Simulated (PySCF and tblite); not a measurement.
The numbers below are computed, except where a source is named.
C₅H₄O₂, numbered as in [O:1]=[CH:2][c:3]1[cH:4][cH:5][o:6][cH:7]1.

Level: PBE0-D3(BJ)/def2-TZVP (IEF-PCM, chloroform)//GFN2-xTB, thermal terms from GFN2-xTB, symmetry numbers and mirror pairs counted. Conformers within 4 kcal/mol (GFN2-xTB free energy) were kept, 6 at most. GIAO shieldings: wB97X-D/pcSseg-1 (IEF-PCM, chloroform). Shifts are against TMS (¹H), TMS (¹³C) at the same level. Programs: PySCF with density fitting and tblite.

Torsions listed: O1–C2–C3–C4.

```tsv
conformer	shape	symmetry	E(GFN2) kcal/mol	E(DFT) kcal/mol
1	0°	Cs	0.59	0.00
2	180°	Cs	0.00	1.18
```

Task: How much do the weights at 298.15 K and the averaged shift of C7 depend on how the conformers are weighted?

Result: 
| weighting | 1 (%) | 2 (%) | δ (ppm) | rms dipole (D) |
| --- | --- | --- | --- | --- |
| DFT energy with thermal terms, symmetry and mirror images (full scheme) | 89 | 11 | 161.4 | 3.73 |
| DFT energy with symmetry and mirror images | 88 | 12 | 161.3 | 3.73 |
| bare DFT energy | 88 | 12 | 161.3 | 3.73 |
| GFN2-xTB energy with symmetry and mirror images | 27 | 73 | 157.5 | 3.83 |
| GFN2-xTB free energy | 28 | 72 | 157.6 | 3.83 |
| leading conformer alone | 100 | 0 | 162.1 | 3.71 |
| equal weights | 50 | 50 | 158.9 | 3.79 |

The largest departure from the full scheme, 3.9 ppm, comes with: GFN2-xTB energy with symmetry and mirror images.
